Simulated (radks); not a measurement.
The numbers below are computed, except where a source is named.
Re2+, configuration [Xe] 4f14 5d5. Code: a radial shooting solver on a logarithmic mesh with Libxc functionals. Model: Dirac Kohn-Sham, PW91, spin-unpolarised, spherical densities, finite nucleus; open shells are shared between the two j in proportion to 2j + 1; Fermi nuclear charge, rms radius 5.3698 fm.

Normalised radial functions P(r) = r R(r) (large component), r in bohr:

| r | 4f5/2 | 4f7/2 | 5d5/2 |
|---|---|---|---|
| 0.0006683 | 0.0000 | 0.0000 | 0.0000 |
| 0.0008914 | 0.0000 | 0.0000 | 0.0000 |
| 0.001189 | 0.0000 | 0.0000 | 0.0000 |
| 0.001598 | 0.0000 | 0.0000 | 0.0000 |
| 0.002132 | 0.0000 | 0.0000 | 0.0000 |
| 0.002843 | 0.0000 | 0.0000 | 0.0001 |
| 0.003793 | 0.0000 | 0.0000 | 0.0002 |
| 0.005099 | 0.0000 | 0.0000 | 0.0004 |
| 0.006801 | 0.0000 | 0.0000 | 0.0008 |
| 0.009071 | 0.0001 | 0.0001 | 0.0018 |
| 0.0121 | 0.0002 | 0.0002 | 0.0038 |
| 0.01614 | 0.0006 | 0.0005 | 0.0082 |
| 0.02169 | 0.0017 | 0.0014 | 0.0171 |
| 0.02893 | 0.0045 | 0.0040 | 0.0336 |
| 0.03859 | 0.0117 | 0.0107 | 0.0624 |
| 0.05147 | 0.0292 | 0.0271 | 0.1074 |
| 0.0692 | 0.0704 | 0.0663 | 0.1684 |
| 0.0923 | 0.1541 | 0.1469 | 0.2245 |
| 0.1231 | 0.3084 | 0.2968 | 0.2376 |
| 0.1642 | 0.5529 | 0.5364 | 0.1568 |
| 0.219 | 0.8691 | 0.8493 | -0.0351 |
| 0.2944 | 1.1801 | 1.1614 | -0.2679 |
| 0.3927 | 1.3370 | 1.3249 | -0.3634 |
| 0.5238 | 1.2628 | 1.2608 | -0.2053 |
| 0.6986 | 0.9949 | 1.0021 | 0.1613 |
| 0.9392 | 0.6431 | 0.6552 | 0.5612 |
| 1.253 | 0.3438 | 0.3553 | 0.7843 |
| 1.671 | 0.1461 | 0.1539 | 0.7760 |
| 2.228 | 0.0470 | 0.0509 | 0.5948 |
| 2.972 | 0.0106 | 0.0118 | 0.3524 |
| 3.996 | 0.0014 | 0.0016 | 0.1508 |
| 5.33 | 0.0001 | 0.0001 | 0.0440 |

4f5/2: eigenvalue -60.298 eV, 0 radial nodes, <r> = 0.576 bohr, 90 % of the charge inside 0.947 bohr. 4f7/2: eigenvalue -57.785 eV, 0 radial nodes, <r> = 0.585 bohr, 90 % of the charge inside 0.963 bohr. 5d5/2: eigenvalue -21.096 eV, 2 radial nodes at r = 0.209, 0.623 bohr, <r> = 1.81 bohr, 90 % of the charge inside 2.79 bohr.
